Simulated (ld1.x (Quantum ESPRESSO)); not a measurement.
Reading a pseudo-wave (gallium)

Columns: radius, all-electron u(r) and pseudo u(r) of the 4p shell (level -5.60 eV) of gallium in the configuration [Ar] 3d10 4s2 4p0.5; BLYP, scalar-relativistic, RRKJ scheme, ld1.x (Quantum ESPRESSO) 7.5.

| r (bohr) | all-electron | pseudo |
| --- | --- | --- |
| 0.177 | 0.0870 | 0.0089 |
| 0.354 | -0.1656 | 0.0349 |
| 0.531 | -0.2247 | 0.0762 |
| 0.708 | -0.1301 | 0.1303 |
| 0.885 | 0.0151 | 0.1934 |
| 1.062 | 0.1597 | 0.2618 |
| 1.239 | 0.2851 | 0.3311 |
| 1.416 | 0.3864 | 0.3975 |
| 1.593 | 0.4641 | 0.4575 |
| 1.770 | 0.5207 | 0.5082 |
| 1.947 | 0.5595 | 0.5479 |
| 2.124 | 0.5832 | 0.5757 |
| 2.301 | 0.5946 | 0.5915 |
| 2.478 | 0.5961 | 0.5963 |
| 2.655 | 0.5897 | 0.5917 |
| 2.832 | 0.5773 | 0.5794 |
| 3.009 | 0.5602 | 0.5617 |
| 3.186 | 0.5397 | 0.5404 |
| 3.363 | 0.5168 | 0.5169 |
| 3.540 | 0.4923 | 0.4923 |
| 3.717 | 0.4668 | 0.4668 |
| 3.894 | 0.4409 | 0.4409 |
| 4.071 | 0.4149 | 0.4149 |
| 4.248 | 0.3891 | 0.3891 |
| 4.425 | 0.3640 | 0.3640 |
| 4.602 | 0.3395 | 0.3395 |

Q: How many radial nodes do the two functions have?

A: The all-electron 4p function has n − l − 1 = 2; the pseudo-wave has 0, since the states of the same l below it are removed with the core.

Q: At about which radius was the pseudo-wave matched?

A: 3.54 bohr, where the columns begin to agree (steps of 0.18 bohr).

Q: Is the pseudo-wave norm-conserving?

A: Yes: the RRKJ scheme keeps the norm inside the radius equal to the all-electron one, which fixes the energy derivative of the logarithmic derivative at the level.
